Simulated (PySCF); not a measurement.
**Ge⁺ (germanium, charge +1) across methods**

[Ar] 3d10 4s2 4p1, 2P determinant. Computed with PySCF 2.14 in aug-pcseg-2 (7s6p4d2f, 59 functions), with no relativity, point nucleus.

```json
{"method": "LDA", "E (hartree)": "-2073.520", "mean ε 4s α (eV)": "-20.032", "mean ε 4s β (eV)": "-19.312", "mean ε 4p α (eV)": "-11.733", "Σ⟨r²⟩ (bohr²)": "28.37", "⟨S²⟩": "0.751"}
{"method": "UHF", "E (hartree)": "-2075.05949", "mean ε 4s α (eV)": "-24.169", "mean ε 4s β (eV)": "-21.876", "mean ε 4p α (eV)": "-15.584", "Σ⟨r²⟩ (bohr²)": "28.94", "⟨S²⟩": "0.761"}
{"method": "B3LYP", "E (hartree)": "-2076.720", "mean ε 4s α (eV)": "-20.887", "mean ε 4s β (eV)": "-19.975", "mean ε 4p α (eV)": "-12.557", "Σ⟨r²⟩ (bohr²)": "28.49", "⟨S²⟩": "0.752"}
{"method": "BHandHLYP", "E (hartree)": "-2076.651", "mean ε 4s α (eV)": "-22.282", "mean ε 4s β (eV)": "-20.981", "mean ε 4p α (eV)": "-13.742", "Σ⟨r²⟩ (bohr²)": "28.56", "⟨S²⟩": "0.754"}
{"method": "PBE0", "E (hartree)": "-2076.402", "mean ε 4s α (eV)": "-21.076", "mean ε 4s β (eV)": "-19.952", "mean ε 4p α (eV)": "-12.845", "Σ⟨r²⟩ (bohr²)": "28.48", "⟨S²⟩": "0.753"}
{"method": "M06-L", "E (hartree)": "-2076.593", "mean ε 4s α (eV)": "-19.855", "mean ε 4s β (eV)": "-18.940", "mean ε 4p α (eV)": "-11.728", "Σ⟨r²⟩ (bohr²)": "28.31", "⟨S²⟩": "0.752"}
{"method": "wB97X", "E (hartree)": "-2076.709", "mean ε 4s α (eV)": "-23.681", "mean ε 4s β (eV)": "-22.675", "mean ε 4p α (eV)": "-14.986", "Σ⟨r²⟩ (bohr²)": "28.42", "⟨S²⟩": "0.752"}
{"method": "PBE", "E (hartree)": "-2076.360", "mean ε 4s α (eV)": "-19.767", "mean ε 4s β (eV)": "-18.965", "mean ε 4p α (eV)": "-11.727", "Σ⟨r²⟩ (bohr²)": "28.50", "⟨S²⟩": "0.752"}
```

Estimate the same row for r2SCAN.

E (hartree) = -2076.643; mean ε 4s α (eV) = -20.134; mean ε 4s β (eV) = -19.201; mean ε 4p α (eV) = -12.110; Σ⟨r²⟩ (bohr²) = 28.35; ⟨S²⟩ = 0.755.
